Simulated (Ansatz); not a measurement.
Abridged output of a molecular run in Ansatz:

```
Functional definition: HF
1165 factors; integrals over basis functions are off by at most 1.1e-3 eV
mean field evaluation 1: about -4846.6167 eV, gradient 3.6e1 eV
mean field evaluation 2: about -4846.6203 eV, gradient 3.6e1 eV
mean field evaluation 4: about -4849.7759 eV, gradient 3.7e0 eV
mean field evaluation 8: about -4849.8252 eV, gradient 1.2e-1 eV
mean field evaluation 16: about -4849.8187 eV, gradient 9.8e-1 eV
mean field -4849.82534785 eV, -178.2277942037 hartree, gradient 3.8e-6 eV, S^2 0.000000; 0 other end points of the search recorded, 0 dependent functions left out
4 core orbitals not correlated: weight in the atoms' cores, before any rotation towards them, 1.000 or more for the frozen orbitals, at most 0.000 for the correlated occupied ones
reference -4849.82534785 eV, -178.2277942037 hartree; 11, 11 occupied and 179, 179 virtual orbitals, 1165 factors
second order -17.96697478 eV of doubles, -0.00000000 eV of singles
cycle   1  -18.23954662 eV  change   -2.7e-1 eV  update   9.5e-2
cycle   2  -18.69347139 eV  change   -4.5e-1 eV  update   2.9e-2
cycle   3  -18.80186407 eV  change   -1.1e-1 eV  update   1.6e-2
cycle   4  -18.79285897 eV  change    9.0e-3 eV  update   3.9e-3
cycle   5  -18.79103390 eV  change    1.8e-3 eV  update   2.1e-3
cycle   6  -18.79162341 eV  change   -5.9e-4 eV  update   6.8e-4
cycle   7  -18.79141198 eV  change    2.1e-4 eV  update   3.3e-4
cycle   8  -18.79132217 eV  change    9.0e-5 eV  update   1.4e-4
cycle   9  -18.79136054 eV  change   -3.8e-5 eV  update   6.3e-5
cycle  10  -18.79135038 eV  change    1.0e-5 eV  update   2.2e-5
perturbative correction -0.78442359 eV, -0.0288270352 hartree
Total energy: -4869.40112181 eV, -178.9471906280 hartree
```

Its atoms:

Z-matrix (Å, degrees):
```
B
C 1 1.519
H 1 1.196 2 121.0
H 1 1.198 2 120.0 3 180.0
C 2 1.347 1 124.8 3 -0.0
H 2 1.086 1 121.5 3 180.0
O 5 1.337 2 123.8 1 0.0
H 5 1.091 2 121.5 1 -180.0
H 7 0.960 5 110.0 2 -180.0
```

Task: Which basis set was used?
A. def2-QZVPP
B. def2-SVP
C. def2-TZVPP
D. def2-SVPD

Result: C. It gives 194 functions.

Task: Write the keys of the input that set method, charge and spin (a neutral closed shell needs none for the last two).

Result: 
```yaml
correlation: {method: ccsd_t}
```
